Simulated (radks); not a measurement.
Coulomb parameter of the 5d shell of the gold ion Au3+ in the model configuration [Xe] 4f14 5d7 6s1, as a second difference U = [E(n + 0.25) + E(n - 0.25) - 2 E(n)] / (0.25)^2 with all orbitals relaxed. "Bare": the charge of the atom changes with n. "Screened": the 6s shell takes up the change at fixed total charge, which measures U(5d,5d) + U(6s,6s) - 2 U(5d,6s). All-electron calculation, scalar-relativistic Kohn-Sham, LDA (Slater exchange, Perdew-Wang correlation), spin-unpolarised, spherical densities, finite nucleus; Fermi nuclear charge, rms radius 5.4371 fm. Program: a radial shooting solver on a logarithmic mesh with Libxc functionals.

| case | configuration | E - E(n) (eV) |
|---|---|---|
| start | [Xe] 4f14 5d7 6s1 | 0.000 |
| bare +0.25 | [Xe] 4f14 5d7.25 6s1 | -10.524 |
| bare -0.25 | [Xe] 4f14 5d6.75 6s1 | 11.405 |
| screened +0.25 | [Xe] 4f14 5d7.25 6s0.75 | -2.108 |
| screened -0.25 | [Xe] 4f14 5d6.75 6s1.25 | 2.197 |

U(bare) = 14.093 eV, U(screened by 6s) = 1.434 eV, against the Slater integral F0(5d,5d) = 17.450 eV with frozen orbitals.
